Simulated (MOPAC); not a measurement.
MOPAC input (PM7):

```
PM7 PRECISE GNORM=0.05 LET XYZ CHARGE=-1 GEO-OK AUX(PRECISION=9) THREADS=1
C2H9Si2

C     1.83374100 1   -0.83053300 1    0.19406900 1
Si    0.13635000 1   -0.23992200 1   -0.46785500 1
C    -0.99699900 1   -1.77310300 1   -0.27597200 1
Si   -0.52119000 1    1.81168900 1    0.49333000 1
H     1.77806000 1   -0.98501200 1    1.27584800 1
H     2.15831300 1   -1.76947900 1   -0.26612300 1
H     2.60125000 1   -0.07435900 1    0.01126400 1
H     0.34989000 1   -0.15624000 1   -1.96247100 1
H    -1.97712400 1   -1.57656200 1   -0.71744500 1
H    -0.57918400 1   -2.67076900 1   -0.74704300 1
H    -1.15473300 1   -1.98338900 1    0.78565500 1
H    -0.86262100 1    1.12315600 1    1.82725400 1
H    -1.94655700 1    1.70974100 1   -0.07216700 1
```

From the output:

```
                                                       MOPAC v23.2.5 Linux

          FINAL HEAT OF FORMATION =        -41.55712 KCAL/MOL =    -173.87499 KJ/MOL

          COSMO AREA              =        145.42 SQUARE ANGSTROMS
          COSMO VOLUME            =        143.55 CUBIC ANGSTROMS

          GRADIENT NORM           =          0.02424          =       0.00672 PER ATOM
          IONIZATION POTENTIAL    =          2.524185 EV
          HOMO LUMO ENERGIES (EV) =         -2.524  6.362
          NO. OF FILLED LEVELS    =         13
          MOLECULAR WEIGHT        =         89.2641         POINT GROUP:  Cs

          MOLECULAR DIMENSIONS (Angstroms)

            Atom       Atom       Distance
            H    13    H    10     5.40342
            H     9    H     7     4.72090
            H     8    H    12     3.70301

          SCF CALCULATIONS        =         67

   ATOM   CHEMICAL          X               Y               Z
  NUMBER   SYMBOL      (ANGSTROMS)     (ANGSTROMS)     (ANGSTROMS)

     1       C          1.84291797  *  -0.76807427  *   0.16310891  *
     2      Si          0.11109678  *  -0.26792557  *  -0.43634250  *
     3       C         -0.97762593  *  -1.81409139  *  -0.25519178  *
     4      Si         -0.68576678  *   1.50974388  *   0.49217860  *
     5       H          1.82679706  *  -1.00906826  *   1.23656533  *
     6       H          2.20047330  *  -1.65172700  *  -0.38089901  *
     7       H          2.56997713  *   0.04380548  *   0.01676116  *
     8       H          0.21200327  *   0.03138380  *  -1.86417500  *
     9       H         -1.98520156  *  -1.64727060  *  -0.66276062  *
    10       H         -0.53035182  *  -2.66635943  *  -0.78266182  *
    11       H         -1.08984205  *  -2.08704877  *   0.80478801  *
    12       H         -0.92241998  *   1.57922197  *   1.91786336  *
    13       H         -1.01063038  *   2.69175418  *  -0.27583679  *

                             CARTESIAN COORDINATES

   1    C        1.842917972    -0.768074268     0.163108905
   2   Si        0.111096785    -0.267925573    -0.436342501
   3    C       -0.977625931    -1.814091388    -0.255191777
   4   Si       -0.685766780     1.509743883     0.492178599
   5    H        1.826797056    -1.009068260     1.236565332
   6    H        2.200473302    -1.651727003    -0.380899008
   7    H        2.569977134     0.043805475     0.016761164
   8    H        0.212003270     0.031383798    -1.864174999
   9    H       -1.985201563    -1.647270600    -0.662760624
  10    H       -0.530351816    -2.666359427    -0.782661824
  11    H       -1.089842050    -2.087048767     0.804788010
  12    H       -0.922419982     1.579221972     1.917863361
  13    H       -1.010630378     2.691754175    -0.275836791

           Empirical Formula: C2 H9 Si2  =    13 atoms

      MOLECULAR POINT GROUP   :   Cs

                  EIGENVALUES
 -21.81367 -19.93410 -11.81958 -10.31876 -10.12907  -9.55581  -9.39737  -8.59840
  -7.13084  -6.88867  -6.24112  -5.16992  -2.52419   6.36215   6.87989   7.34092
   9.50284   9.85700   9.86113   9.91324   9.93962  11.02578  11.06836  11.81896
  14.95917  24.97044  25.37561  25.48734  26.01172  26.53260  28.19717  28.34770
  28.62703  29.48582  29.65015

              NET ATOMIC CHARGES AND DIPOLE CONTRIBUTIONS

  ATOM NO.   TYPE          CHARGE      No. of ELECS.   s-Pop       p-Pop       d-Pop
    1          C          -0.598367        4.5984     1.04792     3.55044
    2         Si           0.008056        3.9919     0.85132     2.96841     0.17222
    3          C          -0.598380        4.5984     1.04793     3.55045
    4         Si          -0.545556        4.5456     0.75149     3.71308     0.08098
    5          H           0.144576        0.8554     0.85542
    6          H           0.127754        0.8722     0.87225
    7          H           0.144645        0.8554     0.85535
    8          H           0.030043        0.9700     0.96996
    9          H           0.144591        0.8554     0.85541
   10          H           0.127759        0.8722     0.87224
   11          H           0.144615        0.8554     0.85538
   12          H          -0.064215        1.0642     1.06421
   13          H          -0.065522        1.0655     1.06552
 DIPOLE           X         Y         Z       TOTAL
 POINT-CHG.     1.650    -3.836    -1.535     4.450
 HYBRID         0.637    -1.769     0.124     1.885
 SUM            2.288    -5.606    -1.411     6.217

          ATOMIC ORBITAL ELECTRON POPULATIONS

     Atom    s        px        py        pz      x^2-y^2     xz        z^2       yz        xy
    1  C   1.04792   1.23861   1.14838   1.16345
    2 Si   0.85132   0.82915   1.06034   1.07892   0.04118   0.02177   0.04259   0.01996   0.04671
    3  C   1.04793   1.18634   1.21118   1.15294
    4 Si   0.75149   1.79587   0.97201   0.94520   0.01326   0.00560   0.02902   0.02365   0.00946
    5  H   0.85542
    6  H   0.87225
    7  H   0.85535
    8  H   0.96996
    9  H   0.85541
   10  H   0.87224
   11  H   0.85538
   12  H   1.06421
   13  H   1.06552

 **********************
 *                    *
 * JOB ENDED NORMALLY *
 *                    *
 **********************

 == MOPAC DONE ==
```

The dipole moment of an ion depends on the origin.

The geometry given is a B3LYP-D3(BJ)/def2-TZVP minimum.
